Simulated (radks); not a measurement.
Initial-state core-level shifts of neutral rubidium when its valence configuration changes from [Kr] 5s1. Method: scalar-relativistic Kohn-Sham, LDA (Slater exchange, Perdew-Wang correlation), spin-unpolarised, spherical densities, point nucleus; computed with a radial shooting solver on a logarithmic mesh with Libxc functionals. Shifts are changes of the shell-averaged eigenvalues in eV (positive: less bound).

valence          1s      2p      4s      4p
4d1          -1.208  -1.175  -1.120  -1.111
5p1          -1.475  -1.477  -1.468  -1.435
4d0.5 5p0.5  -1.264  -1.246  -1.213  -1.195
4d0.5 5s0.5  -0.744  -0.731  -0.704  -0.697
5s0.5 5p0.5  -0.756  -0.756  -0.752  -0.737
